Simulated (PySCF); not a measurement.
Correlation energy of Pt (platinum, neutral)

[Xe] 4f14 5d8 6s2, high-spin 3F determinant (an excited configuration). Calculation: PySCF 2.14, in def2-QZVPPD with the def2 core potential (60 electrons) (7s5p4d4f2g, 88 functions); a scalar-relativistic core potential. Frozen: 5s2 5p6; 10 electrons correlated.

| level | correlation energy (mhartree) |
| --- | --- |
| CCSD | -297.59 |
| (T) | -14.04 |
| CCSD(T) | -311.63 |

Diagnostics: T1 = 0.018, D1 = 0.0651, largest double amplitude 0.043.

Spin-orbit coupling, absent here, splits the open shell strongly.

Cost of the coupled-cluster step: roughly 50 core-seconds, for 10 correlated electrons.
